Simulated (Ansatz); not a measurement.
VOBr2, SMILES [Br][V]([Br])=[O] (connectivity only; charge and spin as stated), neutral, multiplicity 2.

Coordinates come from a B3LYP-D3(BJ)/def2-SVP optimisation. The multiplicity is an assumed one; other spin states were not compared.

Two levels are set side by side: PBE/def2-TZVPD (Ansatz, a first-principles code) and CAM-B3LYP/def2-TZVPD (Ansatz). Energy differences of separate SCF runs at the same geometry; the states with an electron removed or added have multiplicity 1 and 3. Differences are taken from unrounded values.

| quantity | CAM-B3LYP |
|---|---|
| vertical ionisation energy (eV) | 10.42 |
| vertical electron affinity (eV) | 3.05 |

### Question
What does PBE give, and how far is it from CAM-B3LYP? (Estimate from the structure and the level; the computed values follow.)

### Answer

```
quantity                          PBE  PBE minus CAM-B3LYP
-------------------------------  ----  -------------------
vertical ionisation energy (eV)  9.19                -1.23
vertical electron affinity (eV)  2.37                -0.68
```
